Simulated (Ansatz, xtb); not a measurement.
**Two isomers of C4H7BO**

Structure a is `B/C=C(\O)C=C`, a singlet and structure b is `B/C=C/C=C/O`, a singlet. Both are isolated molecules in the gas phase, relaxed with PBE-D3(BJ)/def2-SVP; the shapes shown needn't be the lowest conformers.

a (Å):

```xyz
13

C     1.0450    1.2475   -0.6266
C     0.5720    0.4859    0.4400
C    -0.7134    0.7395    1.0940
C    -1.1868    0.0109    2.1281
B     2.3739    0.9660   -1.2845
O     1.2640   -0.5415    0.9486
H     3.0792    0.0365   -0.8801
H     2.8131    1.6117   -2.2157
H     0.3803    2.0642   -0.9505
H     2.0956   -0.5912    0.4145
H    -1.2917    1.5826    0.6847
H    -0.6062   -0.8312    2.5347
H    -2.1597    0.2383    2.5887
```

b (Å):

```
atom    x (Å)    y (Å)    z (Å)
   C   2.1621   0.5911  -0.1208
   C   0.8271   0.3763   0.1475
   C   0.0149   1.1231   1.0653
   C  -1.3030   0.8314   1.2620
   B   2.9290  -0.2699  -1.1208
   O  -2.0728   1.5275   2.1220
   H   2.3436  -1.1741  -1.6998
   H   4.1100  -0.0840  -1.3610
   H   2.6465   1.4209   0.4283
   H   0.3256  -0.4502  -0.3930
   H   0.4614   1.9576   1.6312
   H  -1.7846   0.0009   0.7116
   H  -2.9761   1.1638   2.1162
```

Q: Which of the two would you expect CCSD(T)/def2-SVP + ΔMP2/def2-TZVPP electronic energies to favour?

A: Structure a; the calculation gives E(b) − E(a) = +6.7 kcal/mol.

The same difference at several levels:

```csv
level,geometry,E(b) − E(a) (kcal/mol),departure from the last row (kcal/mol),"job, with rough time for the two"
GFN2-xTB,GFN2-xTB,+4.6,−2.0,"optimisation, 0.88 s"
HF/STO-3G,GFN2-xTB,+6.0,−0.7,"single point, 3 s"
r2SCAN-D4/def2-SVP,GFN2-xTB,+7.2,+0.6,"single point, 15 s"
PBE-D3(BJ)/def2-SVP,PBE-D3(BJ)/def2-SVP,+7.1,+0.4,"optimisation, 88 s"
HF/def2-SVP,PBE-D3(BJ)/def2-SVP,+5.9,−0.8,part of the CCSD(T) run
MP2/def2-SVP,PBE-D3(BJ)/def2-SVP,+7.2,+0.5,part of the CCSD(T) run
CCSD(T)/def2-SVP,PBE-D3(BJ)/def2-SVP,+7.4,+0.7,single point
CCSD(T)/def2-SVP + ΔMP2/def2-TZVPP,PBE-D3(BJ)/def2-SVP,+6.7,,"single point, 1.9 min"
```

As drawn, both hold the same kinds of bond in the same numbers.

The levels shown agree on the order. The largest departure from CCSD(T)/def2-SVP + ΔMP2/def2-TZVPP is that of GFN2-xTB, 2.0 kcal/mol. The last row adds to CCSD(T) the change of the MP2 difference between the two basis sets, here −0.7 kcal/mol.

With thermal terms from frequencies at re-optimised GFN2-xTB minima (ideal gas, soft modes damped towards free rotors, one conformer each, 298.15 K, 1 atm): on the last row, ΔE + ΔZPE = +6.3, ΔH = +6.6, ΔG = +6.1 kcal/mol.

The correlated steps freeze 6 core orbitals. Codes used: Ansatz 0.2.0, xtb 6.7.1; the last row on 2 threads of Intel(R) Xeon(R) Processor @ 2.50GHz (Skylake/Cascade Lake) on a shared host.
